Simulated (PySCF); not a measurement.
PySCF input (BP86/6-31G* (5d)):

```python
from pyscf import gto, dft

mol = gto.M(
    atom='''
    Si   -0.05446100   -0.02835900    0.41810600
    O     0.75189100   -1.21217500   -0.21553800
    H     1.05097500   -1.46321400   -1.10216200
    O    -0.69291800    1.24288400   -0.23721100
    H    -0.76031000    1.61457200   -1.12933200
    ''',
    basis='6-31g*',
    charge=1,
    spin=1,
    verbose=4,
)

mf = dft.UKS(mol, xc='bp86')
mf.grids.level = 3
mf.conv_tol = 1e-9
mf.max_cycle = 100
mf.max_memory = 1500
mf.kernel()
if not mf.converged:
    mf = mf.newton()
    mf.kernel(mf.make_rdm1())
mo, _, stable, _ = mf.stability(return_status=True)
if not stable:
    mf.kernel(mf.make_rdm1(mo, mf.mo_occ))
    stable = mf.stability(return_status=True)[2]
mf.dip_moment()
```

Output:

```
PySCF version 2.14.0

[INPUT] verbose = 4
[INPUT] num. atoms = 5
[INPUT] num. electrons = 31
[INPUT] charge = 1
[INPUT] spin (= nelec alpha-beta = 2S) = 1
[INPUT] symmetry False subgroup None
[INPUT] Mole.unit = angstrom
[INPUT] Symbol           X                Y                Z      unit          X                Y                Z       unit  Magmom
[INPUT]  1 Si    -0.054461000000  -0.028359000000   0.418106000000 AA   -0.102916374470  -0.053590743167   0.790105831037 Bohr   0.0
[INPUT]  2 O      0.751891000000  -1.212175000000  -0.215538000000 AA    1.420868065525  -2.290678765045  -0.407307789437 Bohr   0.0
[INPUT]  3 H      1.050975000000  -1.463214000000  -1.102162000000 AA    1.986054913765  -2.765073721629  -2.082784324903 Bohr   0.0
[INPUT]  4 O     -0.692918000000   1.242884000000  -0.237211000000 AA   -1.309425246781   2.348710364604  -0.448263823734 Bohr   0.0
[INPUT]  5 H     -0.760310000000   1.614572000000  -1.129332000000 AA   -1.436777669768   3.051098888391  -2.134128183707 Bohr   0.0

nuclear repulsion = 105.263346734717
number of shells = 24
number of NR pGTOs = 113
number of NR cGTOs = 50
basis = 6-31g*
ecp = {}

******** <class 'pyscf.dft.uks.UKS'> ********
method = UKS
initial guess = minao
damping factor = 0
level_shift factor = 0
DIIS = <class 'pyscf.scf.diis.CDIIS'>
diis_start_cycle = 1
diis_space = 8
diis_damp = 0
SCF conv_tol = 1e-09
SCF conv_tol_grad = None
SCF max_cycles = 100
direct_scf = True
direct_scf_tol = 1e-13
number electrons alpha = 16  beta = 15
XC library pyscf.dft.libxc version 7.1.2
    S. Lehtola, C. Steigemann, M. J. T. Oliveira, and M. A. L. Marques,  SoftwareX 7, 1–5 (2018)
XC functionals = bp86
    A. D. Becke,  Phys. Rev. A 38, 3098 (1988)
    J. P. Perdew,  Phys. Rev. B 33, 8822 (1986)
    J. P. Perdew,  Phys. Rev. B 34, 7406–7406 (1986)
radial grids:
    Treutler-Ahlrichs [JCP 102, 346 (1995); DOI:10.1063/1.469408] (M4) radial grids

becke partition: Becke, JCP 88, 2547 (1988); DOI:10.1063/1.454033
pruning grids: <function nwchem_prune>
grids dens level: 3
symmetrized grids: False
atomic radii adjust function: <function treutler_atomic_radii_adjust>
small_rho_cutoff = 0
Set gradient conv threshold to 3.16228e-05
tot grids = 66960
init E= -441.518932107475
  alpha nocc = 16  HOMO = -0.241784148191046  LUMO = -0.093765919811803
  beta  nocc = 15  HOMO = -0.445798986943761  LUMO = -0.241784148191047

WARN: HOMO -0.241784148191046 >= LUMO -0.241784148191047

cycle= 1 E= -440.628323502186  delta_E= 0.891  |g|= 0.744  |ddm|= 1.65
  alpha nocc = 16  HOMO = -0.380126577398846  LUMO = -0.227971898567157
  beta  nocc = 15  HOMO = -0.386759605628412  LUMO = -0.376863008597576
  HOMO = -0.380126577399  LUMO = -0.376863008598  gap/eV = 0.08881
cycle= 2 E= -439.094107706179  delta_E= 1.53  |g|= 1.87  |ddm|= 1.96
  alpha nocc = 16  HOMO = -0.467615300087199  LUMO = -0.269634634340223
  beta  nocc = 15  HOMO = -0.575892825377116  LUMO = -0.405994336657064
  HOMO = -0.467615300087  LUMO = -0.405994336657  gap/eV = 1.67679
cycle= 3 E= -440.837007832889  delta_E= -1.74  |g|= 0.153  |ddm|=  1.7
  alpha nocc = 16  HOMO = -0.516472925348925  LUMO = -0.288808704299395
  beta  nocc = 15  HOMO = -0.563052244313455  LUMO = -0.436258612554571
  HOMO = -0.516472925349  LUMO = -0.436258612555  gap/eV = 2.18274
cycle= 4 E= -440.851110345658  delta_E= -0.0141  |g|= 0.0456  |ddm|= 0.244
  alpha nocc = 16  HOMO = -0.507782492528498  LUMO = -0.279360222517708
  beta  nocc = 15  HOMO = -0.55501029536349  LUMO = -0.422353771539065
  HOMO = -0.507782492528  LUMO = -0.422353771539  gap/eV = 2.32463
cycle= 5 E= -440.852170918858  delta_E= -0.00106  |g|= 0.00528  |ddm|= 0.0529
  alpha nocc = 16  HOMO = -0.508037398824879  LUMO = -0.280721236025502
  beta  nocc = 15  HOMO = -0.556957799550178  LUMO = -0.422087773033939
  HOMO = -0.508037398825  LUMO = -0.422087773034  gap/eV = 2.33881
cycle= 6 E= -440.852185713049  delta_E= -1.48e-05  |g|= 0.00151  |ddm|= 0.0075
  alpha nocc = 16  HOMO = -0.508017648362966  LUMO = -0.280575044946938
  beta  nocc = 15  HOMO = -0.556975536783479  LUMO = -0.421850469632187
  HOMO = -0.508017648363  LUMO = -0.421850469632  gap/eV = 2.34473
cycle= 7 E= -440.85218684908  delta_E= -1.14e-06  |g|= 0.000374  |ddm|= 0.00152
  alpha nocc = 16  HOMO = -0.508060226233196  LUMO = -0.280572639360132
  beta  nocc = 15  HOMO = -0.556964615897922  LUMO = -0.421825918509397
  HOMO = -0.508060226233  LUMO = -0.421825918509  gap/eV = 2.34656
cycle= 8 E= -440.852186928421  delta_E= -7.93e-08  |g|= 0.000142  |ddm|= 0.000422
  alpha nocc = 16  HOMO = -0.508061748520785  LUMO = -0.28057213713234
  beta  nocc = 15  HOMO = -0.556966240708839  LUMO = -0.421827223423526
  HOMO = -0.508061748521  LUMO = -0.421827223424  gap/eV = 2.34656
cycle= 9 E= -440.852186931829  delta_E= -3.41e-09  |g|= 0.000142  |ddm|= 0.000184
  alpha nocc = 16  HOMO = -0.508062049518312  LUMO = -0.280571620642934
  beta  nocc = 15  HOMO = -0.55696907814559  LUMO = -0.421828652028811
  HOMO = -0.508062049518  LUMO = -0.421828652029  gap/eV = 2.34653
cycle= 10 E= -440.852186938078  delta_E= -6.25e-09  |g|= 6.97e-06  |ddm|= 0.000102
  alpha nocc = 16  HOMO = -0.508063807347275  LUMO = -0.280571023763371
  beta  nocc = 15  HOMO = -0.556969584334151  LUMO = -0.421830599519443
  HOMO = -0.508063807347  LUMO = -0.421830599519  gap/eV = 2.34653
cycle= 11 E= -440.852186938129  delta_E= -5.13e-11  |g|= 9.6e-07  |ddm|= 1.33e-05
  alpha nocc = 16  HOMO = -0.508063287395737  LUMO = -0.280570452681199
  beta  nocc = 15  HOMO = -0.556969566993771  LUMO = -0.42182988044953
  HOMO = -0.508063287396  LUMO = -0.42182988045  gap/eV = 2.34653
Extra cycle  E= -440.85218693813  delta_E= -1.02e-12  |g|= 5.26e-07  |ddm|= 2.52e-06
converged SCF energy = -440.85218693813  <S^2> = 0.75327725  2S+1 = 2.0032746
uhf_internal: lowest eigs of H = [0.26384526 0.26735491 0.29245578]
<class 'pyscf.dft.uks.UKS'> wavefunction is stable in the internal stability analysis

WARN: System has nonzero charge 1; the dipole moment is origin-dependent.
Location of origin: [0. 0. 0.]

Dipole moment(X, Y, Z, Debye):  0.25319,  0.13185, -1.94382
```

The dipole moment of an ion depends on the origin.

The geometry given is a B3LYP-D3(BJ)/def2-TZVP minimum.
